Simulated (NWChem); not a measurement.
System: BaClF; SMILES [F][Ba][Cl]

Computed with NWChem. Geometry: optimised at PBE0/def2-SVP. def2 effective core potentials on Ba; no spin-orbit coupling. Level PBE/def2-SVP: energy and gradient on several grids; changes count from the extra-fine grid, which is no exact limit either.

```tsv
grid	size of the energy change (μHa)	largest change of a gradient component (μHa/bohr)
xcoarse	5000	700
coarse	80	50
medium	< 10	< 30
fine	< 10	< 30
xfine	< 10	< 30
```
